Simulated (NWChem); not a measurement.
System: C₂H₇O cation; SMILES CC[OH2+]

Here is an NWChem input.

```
start job
memory heap 200 mb stack 900 mb global 1100 mb
charge 1
geometry units angstroms noautosym nocenter noautoz
  C      0.279997    -1.277567     0.000000
  C     -0.607271    -0.075842     0.000000
  O      0.196407     1.219042     0.000000
  H     -0.373409    -2.165072     0.000000
  H      0.907193    -1.341900    -0.901790
  H      0.907193    -1.341900     0.901790
  H     -1.230759     0.039177     0.895684
  H     -1.230759     0.039177    -0.895684
  H      0.748354     1.351677    -0.795640
  H      0.748354     1.351677     0.795640
end
basis spherical
  * library def2-svp
end
dft
  xc b3lyp
  iterations 150
end
cosmo
  do_cosmo_smd true
  solvent propnol2
end
task dft energy
```

NWChem printed, in part:

```
             Northwest Computational Chemistry Package (NWChem) 7.3.0
             --------------------------------------------------------

                             Geometry "geometry" -> ""
                             -------------------------

 Output coordinates in angstroms (scale by  1.889725989 to convert to a.u.)

  No.       Tag          Charge          X              Y              Z
 ---- ---------------- ---------- -------------- -------------- --------------
    1 C                    6.0000     0.27999700    -1.27756700     0.00000000
    2 C                    6.0000    -0.60727100    -0.07584200     0.00000000
    3 O                    8.0000     0.19640700     1.21904200     0.00000000
    4 H                    1.0000    -0.37340900    -2.16507200     0.00000000
    5 H                    1.0000     0.90719300    -1.34190000    -0.90179000
    6 H                    1.0000     0.90719300    -1.34190000     0.90179000
    7 H                    1.0000    -1.23075900     0.03917700     0.89568400
    8 H                    1.0000    -1.23075900     0.03917700    -0.89568400
    9 H                    1.0000     0.74835400     1.35167700    -0.79564000
   10 H                    1.0000     0.74835400     1.35167700     0.79564000

 Effective nuclear repulsion energy (a.u.)      88.1608626440

                                 NWChem DFT Module
                                 -----------------

 Summary of "ao basis" -> "ao basis" (spherical)
 ------------------------------------------------------------------------------
       Tag                 Description            Shells   Functions and Types
 ---------------- ------------------------------  ------  ---------------------
 C                          def2-svp                 6       14   3s2p1d
 O                          def2-svp                 6       14   3s2p1d
 H                          def2-svp                 3        5   2s1p

 in cosmo_initialize ...
 calling solv_data for solv:propnol2

 solvent parameters
 solvname_short: propnol2
 solvname_long:  2-propanol
 dielec:       19.2640
 dielecinf:     1.8978
 nonaqueous SMD model solvent descriptors
 dielec:       19.2640
 sola:          0.3300
 solb:          0.5600
 solc:          0.0000
 solg:         30.1300
 solh:          0.0000
 soln:          1.3776

          ---------------
          -cosmo- solvent
          ---------------
 Cosmo: York-Karplus, doi: 10.1021/jp992097l
 dielectric constant -eps-     =  19.26
 screen = (eps-1)/(eps    )    =   0.94809
 surface charge correction     = lagrangian

   van der Waals surface
 --------------------------

 ---------- ATOMIC COORDINATES (A.U.) ------------ VDWR(ANG.) --
     1    0.52911761   -2.41425156    0.00000000     1.850
     2   -1.14757579   -0.14332060    0.00000000     1.850
     3    0.37115541    2.30365535    0.00000000     1.700
     4   -0.70564069   -4.09139283    0.00000000     1.200
     5    1.71434619   -2.53582330   -1.70413600     1.200
     6    1.71434619   -2.53582330    1.70413600     1.200
     7   -2.32579727    0.07403380    1.69259733     1.200
     8   -2.32579727    0.07403380   -1.69259733     1.200
     9    1.41418400    2.55429916   -1.50354159     1.200
    10    1.41418400    2.55429916    1.50354159     1.200
 number of segments per atom =        128
 number of   points per atom =        128
 atom (   nspa,  nppa )
 ----------------------
    1 (     60,     0 )       0
    2 (     44,     0 )       0
    3 (     64,     0 )       0
    4 (     56,     0 )       0
    5 (     54,     0 )       0
    6 (     54,     0 )       0
    7 (     54,     0 )       0
    8 (     54,     0 )       0
    9 (     58,     0 )       0
   10 (     58,     0 )       0
 number of -cosmo- surface points =      556
 molecular surface =     91.012 angstrom**2
 molecular volume  =     65.403 angstrom**3
 -lineq- algorithm             =   0
 -bem- low  level              =   3
 -bem- from -octahedral-
 gaussian surface charge width =   4.50000
 degree of switching           =   1.00000
 switching function tolerance  =   0.00010
 atomic radii =
 --------------
    1  6.000  1.850
    2  6.000  1.850
    3  8.000  1.700
    4  1.000  1.200
    5  1.000  1.200
    6  1.000  1.200
    7  1.000  1.200
    8  1.000  1.200
    9  1.000  1.200
   10  1.000  1.200
 ...... end of -cosmo- initialization ......

 nat:                    10
 ixmem:                  5529
 calling mnsol_interface()
 G(SMD-CDS) energy (kcal/mol)  =    -0.397
 SMD-CDS SASA (angstrom**2)    =   115.966

            General Information
            -------------------
          SCF calculation type: DFT
          Wavefunction type:  closed shell.
          No. of atoms     :    10
          No. of electrons :    26
           Alpha electrons :    13
            Beta electrons :    13
          Charge           :     1
          Spin multiplicity:     1
          Use of symmetry is: off; symmetry adaption is: off
          Maximum number of iterations: 150
          AO basis - number of functions:    77
                     number of shells:    39
          Convergence on energy requested:  1.00D-06
          Convergence on density requested:  1.00D-05
          Convergence on gradient requested:  5.00D-04

              XC Information
              --------------
                         B3LYP Method XC Potential
                     Hartree-Fock (Exact) Exchange  0.200
                        Slater Exchange Functional  0.800 local
                    Becke 1988 Exchange Functional  0.720 non-local
              Lee-Yang-Parr Correlation Functional  0.810
                  VWN I RPA Correlation Functional  0.190 local

             Grid Information
             ----------------
          Grid used for XC integration:  medium
          Radial quadrature: Mura-Knowles
          Angular quadrature: Lebedev.
          Tag              B.-S. Rad. Rad. Pts. Rad. Cut. Ang. Pts.
          ---              ---------- --------- --------- ---------
          C                   0.70       49           8.0       434
          O                   0.60       49          10.0       434
          H                   0.35       45          10.0       434
          Grid pruning is: on
          Number of quadrature shells:   462
          Spatial weights used:  Erf1

      Superposition of Atomic Density Guess
      -------------------------------------

 Sum of atomic energies:        -153.43572798

 Renormalizing density from      27.00 to     26

      Non-variational initial energy
      ------------------------------

 Total energy =    -151.224927
 1-e energy   =    -367.114812
 2-e energy   =     127.729023
 HOMO         =      -0.728077
 LUMO         =      -0.269459

   convergence    iter        energy       DeltaE   RMS-Dens  Diis-err
 ---------------- ----- ----------------- --------- --------- ---------
     COSMO gas phase
 d= 0,ls=0.0,diis     1   -155.1281441871 -2.43D+02  1.41D-02  1.07D+00
 d= 0,ls=0.0,diis     2   -155.1069583225  2.12D-02  7.55D-03  1.28D+00
 d= 0,ls=0.0,diis     3   -155.2323467360 -1.25D-01  1.32D-03  2.89D-02
 d= 0,ls=0.0,diis     4   -155.2342154248 -1.87D-03  6.00D-04  6.68D-03
 d= 0,ls=0.0,diis     5   -155.2349991655 -7.84D-04  5.52D-05  3.84D-05
  Resetting Diis
 d= 0,ls=0.0,diis     6   -155.2350033289 -4.16D-06  8.15D-06  5.73D-07
 d= 0,ls=0.0,diis     7   -155.2350033911 -6.23D-08  2.83D-06  3.33D-08

   convergence    iter        energy       DeltaE   RMS-Dens  Diis-err
 ---------------- ----- ----------------- --------- --------- ---------
     COSMO solvation phase
 d= 0,ls=0.0,diis     1   -155.3507142226 -1.16D-01  2.86D-03  7.70D-03
 d= 0,ls=0.0,diis     2   -155.3527349027 -2.02D-03  3.67D-04  1.03D-03
 d= 0,ls=0.0,diis     3   -155.3528475161 -1.13D-04  1.72D-04  2.52D-04
 d= 0,ls=0.0,diis     4   -155.3528598724 -1.24D-05  4.00D-05  2.02D-05
 d= 0,ls=0.0,diis     5   -155.3528652894 -5.42D-06  5.85D-06  2.37D-07
 d= 0,ls=0.0,diis     6   -155.3528650341  2.55D-07  2.33D-06  1.70D-07

         Total DFT energy =     -155.352865034074
      One electron energy =     -371.919203136206
           Coulomb energy =      155.621424449661
    Exchange-Corr. energy =      -21.734016759076
 Nuclear repulsion energy =       88.160862644011

             COSMO energy =       -5.481932232464

 Numeric. integr. density =       26.000001979834

                                COSMO-SMD solvation results
                                ---------------------------

             internal energy in gas <Psi(g)|H|Psi(g)> =      -155.235003391136
         internal energy in solvent <Psi(s)|H|Psi(s)> =      -155.232282007856
                               delta internal energy  =         0.002721383280 (    1.71 kcal/mol)
   total free energy in solvent <Psi(s)|H+V/2|Psi(s)> =      -155.352231805330
 polarization energy contribution <Psi(s)|V/2|Psi(s)> =        -0.119949797474 (  -75.27 kcal/mol)
    total free energy in solvent including G(SMD-CDS) =      -155.352865034074
                       G(SMD-CDS) energy contribution =        -0.000633228744 (   -0.40 kcal/mol)
     1 M fixed-concentration free energy of solvation =        -0.117861642938 (  -73.96 kcal/mol)

                       DFT Final Molecular Orbital Analysis
                       ------------------------------------

 Vector   11  Occ=2.000000D+00  E=-4.063574D-01
              MO Center=  8.0D-02, -1.1D+00, -3.7D-09, r^2= 2.0D+00
   Bfn.  Coefficient  Atom+Function         Bfn.  Coefficient  Atom+Function
  ----- ------------  ---------------      ----- ------------  ---------------
     4      0.411174   1 C  px               43     -0.267263   4 H  s
    48      0.198460   5 H  s                53      0.198460   6 H  s
    18     -0.190156   2 C  px                7      0.165804   1 C  px
    19      0.130176   2 C  py               58      0.130531   7 H  s
    63      0.130531   8 H  s                32      0.117858   3 O  px

 Vector   12  Occ=2.000000D+00  E=-3.970822D-01
              MO Center= -4.3D-02, -2.2D-01, -1.0D-09, r^2= 2.5D+00
   Bfn.  Coefficient  Atom+Function         Bfn.  Coefficient  Atom+Function
  ----- ------------  ---------------      ----- ------------  ---------------
     5      0.361784   1 C  py               33      0.346815   3 O  py
    36      0.259068   3 O  py               43     -0.243088   4 H  s
    32     -0.239224   3 O  px               19     -0.218610   2 C  py
    18      0.209536   2 C  px               35     -0.151402   3 O  px
     8      0.129864   1 C  py               44     -0.116548   4 H  s

 Vector   13  Occ=2.000000D+00  E=-3.825411D-01
              MO Center=  5.1D-02, -8.2D-01,  4.1D-09, r^2= 2.3D+00
   Bfn.  Coefficient  Atom+Function         Bfn.  Coefficient  Atom+Function
  ----- ------------  ---------------      ----- ------------  ---------------
     6      0.357130   1 C  pz               20     -0.285708   2 C  pz
    48     -0.276009   5 H  s                53      0.276009   6 H  s
    58     -0.226960   7 H  s                63      0.226960   8 H  s
     9      0.131004   1 C  pz               49     -0.130688   5 H  s
    54      0.130688   6 H  s                59     -0.107238   7 H  s

 Vector   14  Occ=0.000000D+00  E= 2.199846D-03
              MO Center=  4.5D-01,  8.7D-01, -1.2D-08, r^2= 3.7D+00
   Bfn.  Coefficient  Atom+Function         Bfn.  Coefficient  Atom+Function
  ----- ------------  ---------------      ----- ------------  ---------------
    31      0.904090   3 O  s                69     -0.587660   9 H  s
    74     -0.587660  10 H  s                17      0.389633   2 C  s
    21     -0.310783   2 C  px               22     -0.293708   2 C  py
     3      0.289841   1 C  s                30      0.290947   3 O  s
    59     -0.249427   7 H  s                64     -0.249427   8 H  s

 Vector   15  Occ=0.000000D+00  E= 5.709904D-02
              MO Center= -1.5D-01, -6.7D-01,  9.2D-09, r^2= 4.7D+00
   Bfn.  Coefficient  Atom+Function         Bfn.  Coefficient  Atom+Function
  ----- ------------  ---------------      ----- ------------  ---------------
     3      1.707670   1 C  s                17      1.063790   2 C  s
    49     -0.875695   5 H  s                54     -0.875695   6 H  s
    59     -0.650814   7 H  s                64     -0.650814   8 H  s
    22      0.594791   2 C  py               44     -0.574475   4 H  s
    31     -0.371451   3 O  s                19      0.295575   2 C  py

 Vector   16  Occ=0.000000D+00  E= 7.309890D-02
              MO Center=  3.0D-01,  6.1D-01, -3.6D-09, r^2= 5.2D+00
   Bfn.  Coefficient  Atom+Function         Bfn.  Coefficient  Atom+Function
  ----- ------------  ---------------      ----- ------------  ---------------
    69      0.816990   9 H  s                74     -0.816990  10 H  s
    59     -0.733516   7 H  s                64      0.733516   8 H  s
    23      0.549693   2 C  pz               49      0.552137   5 H  s
    54     -0.552137   6 H  s                37      0.372444   3 O  pz
     9      0.351095   1 C  pz               34      0.281461   3 O  pz

     Multipole analysis of the density
     ---------------------------------

     L   x y z        total         alpha         beta         nuclear
     -   - - -        -----         -----         ----         -------
     0   0 0 0      1.000000    -13.000000    -13.000000     27.000000

     1   1 0 0      0.680464      0.261072      0.261072      0.158319
     1   0 1 0      1.141431      0.981997      0.981997     -0.822564
     1   0 0 1     -0.000000     -0.000000     -0.000000      0.000000

     2   2 0 0    -10.987547    -21.432683    -21.432683     31.877818
     2   1 1 0      3.131537      0.948258      0.948258      1.235021
     2   1 0 1     -0.000000     -0.000000     -0.000000      0.000000
     2   0 2 0     -9.349602    -64.779640    -64.779640    120.209677
     2   0 1 1     -0.000000     -0.000000     -0.000000      0.000000
     2   0 0 2    -10.796710    -13.427957    -13.427957     16.059205
```

Level: B3LYP/def2-SVP, SMD on the gas-phase geometry. All runs use the structure optimised with PBE0/def2-SVP. Solvent: 2-propanol.
